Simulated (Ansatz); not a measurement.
Cu₁₂S. Total charge 0; singlet. Geometry r2SCAN-D4/def2-SVP; atoms count from 1.

```xyz
13

S    -2.328   -1.833    1.525
Cu   -0.327    0.479   -1.103
Cu   -0.188    1.052    1.474
Cu   -2.132    0.171    0.543
Cu   -0.309   -1.131    2.231
Cu    0.160    0.279   -3.453
Cu   -0.772   -1.786   -0.090
Cu   -1.182    2.380   -0.145
Cu    1.899    0.562   -1.895
Cu    0.672   -1.489   -1.934
Cu    1.498    1.754    0.073
Cu    1.693    0.202    2.485
Cu    1.316   -0.638    0.288
```

Single mean-field runs in def2-TZVP are fitted with def2-universal-jkfit. Another isomer (singlet) lies 0.09 eV lower at PBE0-D4/def2-TZVP; other spin states weren't run for this one.

Q: Estimate the Mulliken populations from the PBE0/def2-TZVP orbitals of Ansatz.

A: 
```tsv
atom	charge (e)	d electrons
S1	-0.32	–
Cu2	0.09	9.65
Cu3	0.08	9.80
Cu4	0.14	9.79
Cu5	0.10	9.79
Cu6	-0.16	9.87
Cu7	0.00	9.76
Cu8	-0.01	9.88
Cu9	0.04	9.83
Cu10	0.13	9.83
Cu11	-0.09	9.83
Cu12	-0.06	9.87
Cu13	0.05	9.72
```
Mulliken values depend strongly on the basis.

Q: And the Mayer bond orders between heavy atoms (over 0.3)?

A: S1–Cu4 0.80 (2.24 Å); S1–Cu5 0.75 (2.25 Å); S1–Cu7 0.73 (2.24 Å); Cu2–Cu6 0.36 (2.41 Å); Cu2–Cu8 0.36 (2.29 Å); Cu3–Cu5 0.33 (2.31 Å); Cu3–Cu8 0.36 (2.32 Å); Cu3–Cu12 0.45 (2.30 Å); Cu5–Cu12 0.35 (2.42 Å); Cu6–Cu9 0.41 (2.35 Å); Cu6–Cu10 0.33 (2.39 Å); Cu7–Cu10 0.35 (2.36 Å); Cu7–Cu13 0.33 (2.41 Å); Cu9–Cu11 0.52 (2.34 Å).
